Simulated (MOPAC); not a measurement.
MOPAC input (PM6):

```
PM6 FORCE THERMO(298,298) PRECISE LET UHF MS=0.5 GEO-OK AUX(PRECISION=9) THREADS=1
C3H10GeN

C     0.24017592 1    1.54252912 1    1.30273595 1
N    -0.26937437 1    0.63121703 1    0.43215323 1
Ge    0.91583041 1   -0.48324641 1   -0.49896892 1
C    -1.63005790 1    0.10266103 1    0.72167335 1
C    -2.51792958 1    0.20976353 1   -0.52004446 1
H    -0.34914942 1    1.97050649 1    2.09162960 1
H     1.24037202 1    1.91843631 1    1.20923857 1
H     1.97568999 1    0.46628977 1   -1.03856837 1
H     0.08016715 1   -1.12121237 1   -1.59765137 1
H     1.48416410 1   -1.50405258 1    0.47636676 1
H    -2.09222242 1    0.69043998 1    1.55017221 1
H    -1.59574175 1   -0.94858985 1    1.08326051 1
H    -2.44643995 1    1.20962776 1   -0.97040341 1
H    -2.24411564 1   -0.51214261 1   -1.29609284 1
H    -3.56839568 1    0.03632193 1   -0.26316167 1
```

Output:

```
 *******************************************************************************
 **                                                                           **
 **                              MOPAC v23.2.5                                **
 **                                                                           **
 *******************************************************************************
 ** MOPAC's Digital Object Identifier: https://doi.org/10.5281/zenodo.6511958 **
 **                                                                           **
 ** Please cite the open-source release paper for use of this MOPAC version:  **
 ** J. E. Moussa and J. J. P. Stewart (2026)                                  **
 ** MOPAC: An open-source semiempirical molecular orbital program             **
 ** J. Open Source Softw., 11(119), 8025, https://doi.org/10.21105/joss.08025 **
 *******************************************************************************

                              PM6 CALCULATION RESULTS

 *******************************************************************************
 *  PM6        - The PM6 Hamiltonian to be used
 *  GEO-OK     - OVERRIDE INTERATOMIC DISTANCE AND OTHER SAFETY CHECKS
 *  UHF        - UNRESTRICTED HARTREE-FOCK CALCULATION
 *  MS=        - IN MECI, MAGNETIC COMPONENT OF SPIN =  0.5
 *  LET        - OVERRIDE SOME SAFETY CHECKS
 *  PRECISE    - TIGHTER CRITERIA TO BE USED
 *  FORCE      - FORCE CALCULATION SPECIFIED
 *  AUX        - OUTPUT AUXILIARY INFORMATION
 *  THERMO     - THERMODYNAMIC QUANTITIES TO BE CALCULATED
 *******************************************************************************
PM6 FORCE THERMO(298,298) PRECISE LET UHF MS=0.5 GEO-OK AUX(PRECISION=9) THREADS=1
 C3H10GeN

   ATOM   CHEMICAL          X               Y               Z
  NUMBER   SYMBOL      (ANGSTROMS)     (ANGSTROMS)     (ANGSTROMS)

     1       C          0.24017592  *   1.54252912  *   1.30273595  *
     2       N         -0.26937437  *   0.63121703  *   0.43215323  *
     3      Ge          0.91583041  *  -0.48324641  *  -0.49896892  *
     4       C         -1.63005790  *   0.10266103  *   0.72167335  *
     5       C         -2.51792958  *   0.20976353  *  -0.52004446  *
     6       H         -0.34914942  *   1.97050649  *   2.09162960  *
     7       H          1.24037202  *   1.91843631  *   1.20923857  *
     8       H          1.97568999  *   0.46628977  *  -1.03856837  *
     9       H          0.08016715  *  -1.12121237  *  -1.59765137  *
    10       H          1.48416410  *  -1.50405258  *   0.47636676  *
    11       H         -2.09222242  *   0.69043998  *   1.55017221  *
    12       H         -1.59574175  *  -0.94858985  *   1.08326051  *
    13       H         -2.44643995  *   1.20962776  *  -0.97040341  *
    14       H         -2.24411564  *  -0.51214261  *  -1.29609284  *
    15       H         -3.56839568  *   0.03632193  *  -0.26316167  *

          CARTESIAN COORDINATES

    NO.       ATOM           X           Y           Z

     1         C          0.2402      1.5425      1.3027
     2         N         -0.2694      0.6312      0.4322
     3        Ge          0.9158     -0.4832     -0.4990
     4         C         -1.6301      0.1027      0.7217
     5         C         -2.5179      0.2098     -0.5200
     6         H         -0.3491      1.9705      2.0916
     7         H          1.2404      1.9184      1.2092
     8         H          1.9757      0.4663     -1.0386
[...]
 REDUCED MASS        0.4401         C  4 -- H 12          +6.0% ( 25.1%)    100.0%
 EFFECTIVE MASS      1.4574
 FORCE CONSTANT      1.8862

 VIBRATION         36   36A           ATOM PAIR      ENERGY CONTRIBUTION    RADIAL
 FREQUENCY          2716.43         C  4 -- H 11         +45.3% ( 66.7%)     96.7%
 TRANSITION DIPOLE   0.4161         C  4 -- H 12         +42.6% ( 64.7%)     96.6%
 TRAVEL (Ang.)       0.2499         C  5 -- H 15          +8.2% ( 28.3%)     98.9%
 REDUCED MASS        0.3974         C  5 -- H 13          +1.2% ( 10.7%)     83.3%
 EFFECTIVE MASS      1.2597
 FORCE CONSTANT      1.7276

 VIBRATION         37   37A           ATOM PAIR      ENERGY CONTRIBUTION    RADIAL
 FREQUENCY          2736.14         C  1 -- H  6         +53.7% ( 75.9%)     98.8%
 TRANSITION DIPOLE   0.6491         C  1 -- H  7         +43.7% ( 68.5%)     98.2%
 TRAVEL (Ang.)       0.2189         C  1 -- Ge 3          +1.1% ( 10.8%)     32.8%
 REDUCED MASS        0.5143         C  1 -- N  2          +1.1% ( 10.7%)      0.1%
 EFFECTIVE MASS      1.5219
 FORCE CONSTANT      2.2686

 VIBRATION         38   38A           ATOM PAIR      ENERGY CONTRIBUTION    RADIAL
 FREQUENCY          2788.98         C  5 -- H 14         +30.5% ( 53.4%)     96.1%
 TRANSITION DIPOLE   0.5725         C  5 -- H 15         +28.2% ( 51.3%)     95.4%
 TRAVEL (Ang.)       0.3059         C  5 -- H 13         +28.1% ( 51.2%)     95.3%
 REDUCED MASS        0.2584         C  1 -- H  7          +6.8% ( 25.1%)     96.4%
 EFFECTIVE MASS      1.1519
 FORCE CONSTANT      1.1841

 VIBRATION         39   39A           ATOM PAIR      ENERGY CONTRIBUTION    RADIAL
 FREQUENCY          2790.77         C  1 -- H  7         +48.7% ( 68.7%)     96.7%
 TRANSITION DIPOLE   0.6919         C  1 -- H  6         +38.6% ( 61.1%)     94.9%
 TRAVEL (Ang.)       0.2511         C  5 -- H 14          +3.9% ( 19.4%)     95.8%
 REDUCED MASS        0.3831         C  5 -- H 15          +3.8% ( 19.2%)     95.6%
 EFFECTIVE MASS      1.2187
 FORCE CONSTANT      1.7581

      SYMMETRY NUMBER FOR POINT-GROUP C1  =  1

          SYSTEM IS A GROUND STATE

 C3H10GeN

          MOLECULE IS NOT LINEAR

          THERE ARE 39 GENUINE VIBRATIONS IN THIS SYSTEM
          THIS THERMODYNAMICS CALCULATION IS LIMITED TO
          MOLECULES WHICH HAVE NO INTERNAL ROTATIONS

                    CALCULATED THERMODYNAMIC PROPERTIES
                                          *
   TEMP. (K)   PARTITION FUNCTION   H.O.F.    ENTHALPY  HEAT CAPACITY ENTROPY
                                   KCAL/MOL   CAL/MOLE    CAL/K/MOL  CAL/K/MOL

 298.00  VIB.     0.5154D+03                  3527.1704    23.2642    24.2463
         ROT.     0.2272D+06                   888.2803     2.9808    27.4899
         INT.     0.1171D+09                  4415.4507    26.2450    51.7362
         TRA.     0.1478D+28                  1480.4672     4.9680    40.5593
         TOT.                       24.744    5895.9178    31.2130    92.2955

   *: NOTE: HEATS OF FORMATION ARE RELATIVE TO THE
            ELEMENTS IN THEIR STANDARD STATE AT 298K
              (=  Standard Enthalpy of Formation).

            Hvib:  Zero-point energy is not included.
                   frequencies of less than zero cm-1 are not included.
            Hrot = (3/2)RT
            Htra = (3/2)RT + pV = (5/2)RT

            Heat capacity is Cp, not Cv

          For more information, see: HTTP://OpenMOPAC.net/Manual/thermochemistry.html

           FORCE CONSTANT IN CARTESIAN COORDINATES (Millidynes/A)

    ATOM   CHEMICAL       X               Y               Z
   NUMBER   SYMBOL  FORCE CONSTANT  FORCE CONSTANT  FORCE CONSTANT

      1       C        9.752602        6.119904        1.998454
      2       N       10.126255        6.637834        2.019435
      3      Ge        4.415176        3.738329        4.326735
      4       C        7.199755        6.878525        6.781525
      5       C        6.726301        6.463591        6.578381
      6       H        1.882905        2.742925        0.566751
      7       H        1.885120        2.674949        0.683106
      8       H        0.825679        1.073198        1.725775
      9       H        2.863053        0.390569        0.378207
     10       H        0.269457        0.742467        2.570574
     11       H        2.234036        2.469296        0.812803
     12       H        1.235913        0.960152        3.286733
     13       H        1.102525        0.643600        3.645325
     14       H        2.944558        1.818029        0.625008
     15       H        0.985489        3.402691        0.975264

 **********************
 *                    *
 * JOB ENDED NORMALLY *
 *                    *
 **********************

 == MOPAC DONE ==
```
